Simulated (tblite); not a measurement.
Species: C6H8BF3O3.
Numbering: `[CH3:1][O:2][C:3]1=[C:4]([CH2:5][C:6]([F:7])([F:8])[F:9])[O:10][BH2-:11][O+:12]=[CH:13]1` (hydrogens: H14, H15, H16 on C1; H17, H18 on C5; H19, H20 on B11; H21 on C13)

Geometry (GFN2-xTB, Å), atoms numbered from 1 in this order:
```xyz
21
C6H8BF3O3 angstrom
C      2.550   -1.072    0.499
O      1.362   -0.905   -0.241
C      0.678    0.283   -0.089
C     -0.646    0.324   -0.557
C     -1.275   -0.945   -1.090
C     -1.851   -1.772    0.050
F     -2.815   -1.128    0.716
F     -2.395   -2.911   -0.406
F     -0.932   -2.125    0.956
O     -1.371    1.357   -0.532
B     -0.840    2.723   -0.022
O      0.527    2.514    0.650
C      1.163    1.425    0.541
H      2.852   -2.103    0.326
H      3.341   -0.401    0.151
H      2.379   -0.921    1.569
H     -2.097   -0.694   -1.763
H     -0.522   -1.551   -1.596
H     -0.681    3.418   -0.975
H     -1.598    3.119    0.795
H      2.144    1.416    1.017
```

Calculated harmonic vibrations of the isolated species, GFN2-xTB (tblite), most abundant isotopes, no scaling. This tight-binding method is rough: wavenumbers can miss measured ones by several per cent, in bad cases by 10 to 20. Modes of hydrogen on boron can be 10 to 20 % off. One conformer, not necessarily the lowest.

Harmonic wavenumbers (cm⁻¹): 27.6, 29.5, 39.3, 62.1, 97.7, 170.3, 191.1, 229.1, 264.9, 280.0, 335.2, 346.6, 366.4, 431.6, 445.5, 474.3, 484.4, 527.8, 545.6, 586.8, 658.2, 662.5, 726.3, 807.8, 832.6, 858.3, 900.3, 919.8, 948.4, 1016.5, 1049.2, 1057.0, 1060.2, 1120.1, 1138.0, 1152.9, 1170.7, 1179.1, 1210.4, 1266.4, 1273.1, 1343.3, 1390.2, 1401.9, 1410.9, 1430.7, 1467.0, 1478.8, 1663.3, 2471.5, 2536.9, 2932.7, 2951.2, 2977.9, 3002.9, 3016.0, 3034.1.

A = 1146, B = 628.1, C = 460.2 MHz; mass 196.052 u (most abundant isotopes); point group C1, symmetry number 1.

Q: What is the zero-point energy?

A: Half the sum of the wavenumbers: 30726 cm⁻¹ = 367.56 kJ/mol.

Q: Give the ideal-gas entropy at 400 K and 1 bar in the rigid-rotor, harmonic-oscillator model (classical rotation).

A: Translation 180.79, rotation 134.42, vibration 249.79: S = 565.0 J/(mol K).

Q: And Cp and H(400 K) − H(0)?

A: Cp = 258.51 J/(mol K), of which vibrations give 225.25 (their classical limit is 57 R = 473.9); H(400 K) − H(0) = 61.33 kJ/mol without the zero-point energy, 48.03 from vibrations.

Q: Blend soft modes into free rotors: weight 1/[1 + (100 cm⁻¹/ν̃)⁴] for the oscillator and the rest for a rotor with moment μB/(μ + B), μ = h/(8π²ν), B = 10⁻⁴⁴ kg m². What vibrational entropy results?

A: 217.70 J/(mol K) in place of 249.79, which changes −T·S at 400 K by +12.84 kJ/mol.

Q: What must be added to the electronic energy to get the Gibbs energy at 400 K and 1 bar?

A: ZPE + [H(400 K) − H(0)] − T·S = 367.56 + 61.33 − 226.00 = 202.89 kJ/mol.

Q: How do the functions run with temperature in this model?

A: 
| T (K) | S (J/(mol K)) | Cp (J/(mol K)) | H − H(0) (kJ/mol) | G − H(0) (kJ/mol) | ln q(vib) |
| --- | --- | --- | --- | --- | --- |
| 150 | 384.0 | 127.1 | 12.53 | -45.08 | 6.16 |
| 250 | 462.1 | 182.9 | 28.04 | -87.48 | 10.05 |
| 298.15 | 496.5 | 208.7 | 37.47 | -110.56 | 11.87 |
| 600 | 684.6 | 330.9 | 120.82 | -289.95 | 22.59 |
| 900 | 832.2 | 394.7 | 230.64 | -518.31 | 32.11 |

q(vib) and H(0) count from the zero-point level.

Hindered rotation and anharmonicity are outside this model. Other conformers, if any are populated, would add a mixing term that is left out. The structure is chiral; the term R ln 2 for an equal mix with its mirror image is left out.
